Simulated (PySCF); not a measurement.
Screening by computed properties: pick the candidate that meets the target.

All species are isolated and taken at one optimised geometry, non-relativistic unless stated; the electronic structure was computed with PySCF and density fitting.

The conformers computed, where there is a choice (atom-mapped SMILES and torsion angles):
- `[CH2:1]=[C:2]=[C:3]([C:4]#[C:5][CH3:6])[SiH2:7][C:8](=[O:9])[OH:10]`: C2–C3–Si7–C8 -9°, C3–Si7–C8–O9 -96°, H–O10–C8–Si7 -178°
- `[CH3:1]/[CH:2]=[C:3]([CH3:4])/[CH:5]=[CH:6]\[C:7](=[O:8])[OH:9]`: C2–C3–C5–C6 -160°, C5–C6–C7–O8 -135°, H–O9–C7–C6 178°
- `[CH2:1]=[C:2]([CH2:3][CH2:4][OH:5])[O:6][CH3:7]`: C1–C2–C3–C4 -114°, C2–C3–C4–O5 -73°, C1–C2–O6–C7 1°, H–O5–C4–C3 45°
- `[CH3:1][CH2:2][n:3]1[n:4][n:5][cH:6][c:7]1[CH:8]([CH3:9])[CH3:10]`: C1–C2–N3–N4 95°, C6–C7–C8–C9 61°
- `[CH2:1]=[C:2]=[C:3]([SiH2:4][C:5]#[C:6][CH3:7])[C:8](=[O:9])[OH:10]`: C2–C3–Si4–C5 117°, C2–C3–C8–O9 -5°, H–O10–C8–C3 179°
- `[CH3:1][O:2][C:3](=[O:4])[CH:5]([CH3:6])[CH3:7]`: C1–O2–C3–O4 -1°, O2–C3–C5–C6 152°

Problem. Wanted: dipole moment below 2.8 D (PBE0/pcSseg-1) and HOMO–LUMO gap below 7 eV (PBE0/pcSseg-1), at GFN2-xTB geometries. Which candidate meets both?
A. `CCn1nncc1C(C)C`
B. `C/C=C(C)/C=C\C(=O)O`
C. `C=C(CCO)OC`
D. `C=C=C(C#CC)[SiH2]C(=O)O`

Solution. D. Computed values:
```csv
species,dipole moment,HOMO–LUMO gap
C=C=C(C#CC)[SiH2]C(=O)O,1.93 D,6.03 eV
C=C(CCO)OC,2.63 D,7.64 eV
C/C=C(C)/C=C\C(=O)O,2.99 D,5.24 eV
CCn1nncc1C(C)C,5.15 D,7.36 eV
```

Problem. Wanted: HOMO energy above -7.7 eV (PBE0/pcSseg-1) and smallest rotational constant below 0.5 GHz (GFN2-xTB), at GFN2-xTB geometries. Which candidate meets both?
A. `C=C=C([SiH2]C#CC)C(=O)O`
B. `COC(=O)C(C)C`
C. `C=C=C(C#CC)[SiH2]C(=O)O`
D. `C/C=C(C)/C=C\C(=O)O`

Solution. C. Computed values:
```
                species  HOMO energy  smallest rotational constant
           COC(=O)C(C)C     -7.87 eV                     1.521 GHz
C=C=C([SiH2]C#CC)C(=O)O     -7.48 eV                     0.563 GHz
C=C=C(C#CC)[SiH2]C(=O)O     -6.84 eV                     0.481 GHz
    C/C=C(C)/C=C\C(=O)O     -6.67 eV                     0.782 GHz
```
